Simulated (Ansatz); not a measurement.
Program: Ansatz. Geometries: PBE0-D4/def2-TZVP. ΔE: electronic, gas phase. CCSD(T)/CBS is the MP2 limit (def2-TZVPP, def2-QZVPP) plus CCSD(T) − MP2 in def2-TZVPP, frozen cores. This one scheme is used for every species. DFT in def2-TZVPP. B3LYP here is the variant with VWN-RPA as its local correlation; programs differ in this. One conformer a species, not always the lowest.

`CB(N)[SiH2]Cl` + H₂O → `CB(N)[SiH2]O` + HCl  (formal hydrolysis of the Si–Cl bond)

Task: Is it downhill or uphill in electronic energy at CCSD(T)/CBS, and by how much? (Estimate.)

Result: The calculation gave: Uphill: ΔE = +23.1 kJ/mol.

Task: What do these levels give: PBE-D4, r2SCAN-D4, PBE0-D4, B3LYP-D4, ωB97M-V, PBE0, MP2/def2-TZVPP, CCSD/def2-TZVPP, SCS-MP2/def2-QZVPP, HF/CBS(def2), MP2/CBS(def2), CCSD/CBS(def2)? (Estimate.)

Result: Computed: PBE-D4 25.8, r2SCAN-D4 21.3, PBE0-D4 26.6, B3LYP-D4 19.7, ωB97M-V 21.2, PBE0 24.8, MP2/def2-TZVPP 21.4, CCSD/def2-TZVPP 16.5, SCS-MP2/def2-QZVPP 20.6, HF/CBS(def2) 15.1, MP2/CBS(def2) 27.0, CCSD/CBS(def2) 22.1 kJ/mol.

Largest T1 diagnostic among the species: 0.012.

The D4 term adds +3.3 kJ/mol with B3LYP and +1.8 kJ/mol with PBE0; it sums over pairs of atoms, weighted by their polarisabilities, and B3LYP, whose exchange is more repulsive, gets the larger term.
